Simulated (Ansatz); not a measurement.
Cartesian coordinates (Å):
SMILES: [SnH4]
```xyz
5

Sn     0.0001     0.0001     0.0001
H     -1.1240    -1.2822    -0.1054
H     -0.8065     1.4854    -0.2496
H      1.2064    -0.2012    -1.1928
H      0.7240    -0.0020     1.5477
```
Charge 0, multiplicity 1.

Computed with frozen-core CCSD(T)/def2-TZVPP // B3LYP-D3(BJ)/def2-TZVP in Ansatz (an electronic-structure program).

| Item | Result |
|---|---|
| HF energy | -215.64433 Ha |
| MP2 correlation energy | -0.35057 Ha |

Problem. Estimate the CCSD correlation energy, the (T) correction, the total energy and the T1 diagnostic.

Solution. 
| Item | Value |
|---|---|
| CCSD correlation energy | -0.36816 Ha |
| (T) correction | -0.00848 Ha |
| CCSD(T) total energy | -216.02097 Ha |
| T1 diagnostic | 0.013 |
